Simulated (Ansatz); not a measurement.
`C[SiH](Cl)N[SiH2]Cl` + `CO[SiH2]S` → `CO[SiH2]S[SiH2]Cl` + `C[SiH](N)Cl`  (ligand exchange at the Si–N bond)

Calculated with Ansatz (gas phase, PBE0-D4/def2-TZVP geometries, no zero-point term in ΔE). CCSD(T)/CBS is the MP2 limit (def2-TZVPP, def2-QZVPP) plus CCSD(T) − MP2 in def2-TZVPP, frozen cores. This one scheme is used for every species. DFT in def2-TZVPP. Each species was taken in one conformer, which may not be the lowest.

| level | ΔE (eV) |
| --- | --- |
| ωB97M-V | -0.02 |
| PBE0 | -0.06 |
| HF/def2-QZVPP | 0.14 |
| MP2/CBS(def2) | -0.06 |

Question: What does CCSD(T)/CBS give? (Best estimate.)

Answer: The calculation gave: -0.01 eV. The listed levels differ from it by -0.01, -0.05, 0.15, -0.05 eV.

Largest T1 diagnostic among the species: 0.011.

The D4 term adds −0.06 eV with B3LYP and −0.03 eV with PBE0; it sums over pairs of atoms, weighted by their polarisabilities, and B3LYP, whose exchange is more repulsive, gets the larger term. In def2-TZVPP, CCSD(T) changes the Hartree–Fock value by −0.11 eV (the triples alone add −0.03 eV) and MP2 by −0.15 eV.

B3LYP here is the variant with VWN-RPA as its local correlation; programs differ in this.
